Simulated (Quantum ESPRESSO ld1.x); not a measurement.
Hg35+, 45 electrons, occupied as [Kr] 4d9 (the NIST ground configuration). Method: Dirac Kohn-Sham, PBE, spin-unpolarised, spherical densities, point nucleus; open shells are shared between the two j in proportion to 2j + 1; computed with ld1.x of Quantum ESPRESSO 7.5. Some entries of the table are withheld. Estimate them.

orbital  occ.  eigenvalue (Ry)  <1/r> (bohr^-1)  <r> (bohr)
1s1/2       2         -6207.09            97.68     0.01658
2s1/2       2         -1184.63              (1)         (2)
2p1/2       2         -1140.44            23.98     0.05694
2p3/2       4         -997.355            19.41     0.06562
3s1/2       2         -359.657            8.873      0.1791
3p1/2       2              (3)              (4)      0.1695
3p3/2       4              (5)              (6)      0.1849
3d3/2       4         -275.756              (7)      0.1609
3d5/2       6         -268.884              (8)      0.1656
4s1/2       2         -149.634            4.057      0.3734
4p1/2       2         -141.122            3.972         (9)
4p3/2       4         -131.710            3.575        (10)
4d3/2     3.6         -117.990            3.441      0.3877
4d5/2     5.4         -116.046            3.353      0.3949

Answer. 
(1) 2s1/2 <1/r> (bohr^-1): 24.04
(2) 2s1/2 <r> (bohr): 0.06925
(3) 3p1/2 eigenvalue (Ry): -340.025
(4) 3p1/2 <1/r> (bohr^-1): 8.776
(5) 3p3/2 eigenvalue (Ry): -307.918
(6) 3p3/2 <1/r> (bohr^-1): 7.593
(7) 3d3/2 <1/r> (bohr^-1): 7.474
(8) 3d5/2 <1/r> (bohr^-1): 7.207
(9) 4p1/2 <r> (bohr): 0.3711
(10) 4p3/2 <r> (bohr): 0.3962
